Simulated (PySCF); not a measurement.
Ga(H)(Br)(OMe) (CH₄BrGaO), SMILES C[O][GaH][Br]. Geometry optimised at PBE0-D3(BJ)/def2-SVP. Other conformers were not sampled.

Give the equilibrium geometry at PBE0-D3(BJ)/def2-SVP (PySCF confirms it by a frequency run) as bond lengths and angles, and its point group. (The exact figures need the calculation; the answer reports its results.)

One answer among several that fit: point group Cs.
Atoms: Ga1 H2 Br3 O4 C5 H6 H7 H8. Bonds (Å): Ga1–H2 1.545, Ga1–Br3 2.292, Ga1–O4 1.768, O4–C5 1.399, C5–H6 1.104, C5–H7 1.104, C5–H8 1.105. Angles (°): H2–Ga1–Br3 123.9, H2–Ga1–O4 120.5, Br3–Ga1–O4 115.6, Ga1–O4–C5 127.6, O4–C5–H6 110.0, O4–C5–H7 110.0, O4–C5–H8 113.2, H6–C5–H7 107.6, H6–C5–H8 107.9, H7–C5–H8 107.9.
